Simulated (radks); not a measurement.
The numbers below are computed, except where a source is named.
Question: Level of theory: Dirac Kohn-Sham, BLYP, spin-unpolarised, spherical densities, finite nucleus; open shells fill j = l - 1/2 first; Fermi nuclear charge, rms radius of each element as measured or else 0.836 A^(1/3) + 0.57 fm (a radial shooting solver on a logarithmic mesh with Libxc functionals). Each species is in its NIST ground configuration. Rank Tb, Er, La, Dy, Pm, Tm, Eu, Nd, Gd, Yb, Sm, Ho, Lu, Ce, Pr by radius at which the density is 0.001 e/bohr^3 (bohr), largest first.

Answer: La 5.47, Ce 5.42, Pr 5.37, Nd 5.33, Pm 5.30, Sm 5.26, Eu 5.23, Gd 5.23, Tb 5.17, Dy 5.14, Ho 5.11, Er 5.08, Tm 5.06, Lu 5.05, Yb 5.03.
